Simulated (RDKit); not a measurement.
Input file for RDKit: MMFF94 on CH8Si (a complex).

```python
from rdkit import Chem
from rdkit.Chem import AllChem, rdDetermineBonds

blocks = [
'''5

C     0.04923857   -0.11821289   -0.08035271
H    -0.18798148    0.90473633    0.20852291
H     1.02349754   -0.39274876    0.32162086
H    -0.70970760   -0.79264067    0.31376523
H     0.07115905   -0.19236641   -1.16675698
''',
'''5

Si   -0.04871817    0.11757616    3.67885800
H     0.65738185    1.29737057    3.13200254
H    -0.08581372    0.20769549    5.15641374
H     0.66490694   -1.11557693    3.27938529
H    -1.43182642    0.08126914    3.15402732
''',
]
mol = None
for b in blocks:
    f = Chem.MolFromXYZBlock(b)
    rdDetermineBonds.DetermineBonds(f, charge=0)
    mol = f if mol is None else Chem.CombineMols(mol, f)
Chem.SanitizeMol(mol)
print(Chem.MolToSmiles(Chem.RemoveHs(mol)))
ff = AllChem.MMFFGetMoleculeForceField(mol, AllChem.MMFFGetMoleculeProperties(mol), nonBondedThresh=100.0, ignoreInterfragInteractions=False)
e = ff.CalcEnergy()
print(f'MMFF94 energy {e:.6f} kcal/mol')
```

It printed:

```
C.[SiH4]
MMFF94 energy 0.353643 kcal/mol
```

The run finished.

Cost: roughly 0.03 core-seconds.
